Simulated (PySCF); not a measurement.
**`N#C[C@H]1CO[C@H](F)O1`, C$_{4}$H$_{4}$FNO$_{2}$**

Molfile (atoms numbered from 1):
```
C4H4FNO2
     RDKit          3D

 12 12  0  0  0  0  0  0  0  0999 V2000
    2.7077   -1.3858    0.7127 N   0  0  0  0  0  0  0  0  0  0  0  0
    1.6879   -0.8741    0.7299 C   0  0  0  0  0  0  0  0  0  0  0  0
    0.4022   -0.1978    0.7362 C   0  0  1  0  0  0  0  0  0  0  0  0
    0.3613    0.9850   -0.2704 C   0  0  0  0  0  0  0  0  0  0  0  0
   -0.5084    0.5134   -1.2869 O   0  0  0  0  0  0  0  0  0  0  0  0
   -1.3249   -0.3903   -0.6836 C   0  0  2  0  0  0  0  0  0  0  0  0
   -2.3603    0.2833   -0.0443 F   0  0  0  0  0  0  0  0  0  0  0  0
   -0.6137   -1.0795    0.2546 O   0  0  0  0  0  0  0  0  0  0  0  0
    0.1666    0.1211    1.7604 H   0  0  0  0  0  0  0  0  0  0  0  0
   -0.0481    1.8865    0.1970 H   0  0  0  0  0  0  0  0  0  0  0  0
    1.3288    1.1999   -0.7254 H   0  0  0  0  0  0  0  0  0  0  0  0
   -1.7978   -1.0624   -1.4062 H   0  0  0  0  0  0  0  0  0  0  0  0
  1  2  3  0
  2  3  1  0
  3  4  1  0
  4  5  1  0
  5  6  1  0
  6  7  1  0
  6  8  1  0
  8  3  1  0
  3  9  1  1
  4 10  1  0
  4 11  1  0
  6 12  1  6
M  END
```

Method used: TDDFT CAM-B3LYP/def2-SVPD circular dichroism and optical rotation, one conformer, gas phase (PySCF 2.14.0). Geometry: GFN2-xTB.

Stereocentres: C3 S, C6 S.

(1) Give the optical rotatory dispersion at 633, 589.3, 546, 436, 405, 365, 355 nm.

Results:

(1) [α] in deg dm⁻¹ (g/mL)⁻¹:
| λ (nm) | origin-invariant length gauge | modified velocity gauge | length gauge (centre of mass) | isotropic polarisability (au) |
| --- | --- | --- | --- | --- |
| 633 | +2.1 | +4.2 | +2.7 | 56.8 |
| 589.3 | +2.8 | +5.2 | +3.4 | 56.9 |
| 546 | +3.7 | +6.6 | +4.5 | 57.1 |
| 436 | +9.1 | +13.8 | +10.3 | 57.9 |
| 405 | +12.4 | +17.9 | +13.9 | 58.2 |
| 365 | +19.7 | +26.6 | +21.5 | 58.8 |
| 355 | +22.3 | +29.8 | +24.3 | 59.0 |

The first excitation lies at 7.47 eV (166 nm) with R = +5.5 × 10⁻⁴⁰ esu² cm² (velocity form).
